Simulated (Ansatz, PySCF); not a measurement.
3-fluoropenta-1,4-diyne (C₅H₃F), SMILES C#CC(F)C#C. Atoms are numbered in the order given.

```xyz
9

C      0.1378     0.9378    -2.2270
C     -0.0870     0.3126    -1.2166
C     -0.3905    -0.4516     0.0000
F      0.3074    -1.6516     0.0000
C     -0.0870     0.3126     1.2166
C      0.1378     0.9378     2.2270
H      0.3462     1.4955    -3.1210
H     -1.4674    -0.7068     0.0000
H      0.3462     1.4955     3.1210
```

Coordinates come from a B3LYP-D3(BJ)/def2-SVP optimisation.

Two levels are set side by side: PBE-D3(BJ)/def2-SVP (Ansatz, an electronic-structure program) and B3LYP-D3(BJ)/def2-SVP (Ansatz). Each level has its own optimised geometry; the coordinates shown are those of the second. Frequencies come from the Hessian of PySCF at each geometry. Differences are taken from unrounded values.

```
quantity                            B3LYP-D3(BJ)
----------------------------------  ------------
mean bond length (Å)                       1.250
bond C1–C2 (Å)                             1.209
bond C2–C3 (Å)                             1.468
bond C3–F4 (Å)                             1.388
bond C3–C5 (Å)                             1.468
bond C5–C6 (Å)                             1.209
bond C1–H7 (Å)                             1.074
bond C3–H8 (Å)                             1.107
bond C6–H9 (Å)                             1.074
highest harmonic wavenumber (cm⁻¹)          3469
mean harmonic wavenumber (cm⁻¹)             1216
zero-point energy (kcal/mol)               36.50
```

**Question.** What does PBE-D3(BJ) give, and how far is it from B3LYP-D3(BJ)? (Estimate from the structure and the level; the computed values follow.)

**Answer.** 
```tsv
quantity	PBE-D3(BJ)	PBE-D3(BJ) minus B3LYP-D3(BJ)
mean bond length (Å)	1.257	0.007
bond C1–C2 (Å)	1.221	0.012
bond C2–C3 (Å)	1.469	0.000
bond C3–F4 (Å)	1.398	0.010
bond C3–C5 (Å)	1.469	0.000
bond C5–C6 (Å)	1.221	0.012
bond C1–H7 (Å)	1.081	0.007
bond C3–H8 (Å)	1.117	0.010
bond C6–H9 (Å)	1.081	0.007
highest harmonic wavenumber (cm⁻¹)	3406	-64
mean harmonic wavenumber (cm⁻¹)	1174	-42
zero-point energy (kcal/mol)	35.25	-1.25
```

Exact exchange shortens and stiffens bonds; PBE has none. Differences between two approximate levels are no errors against the true value.
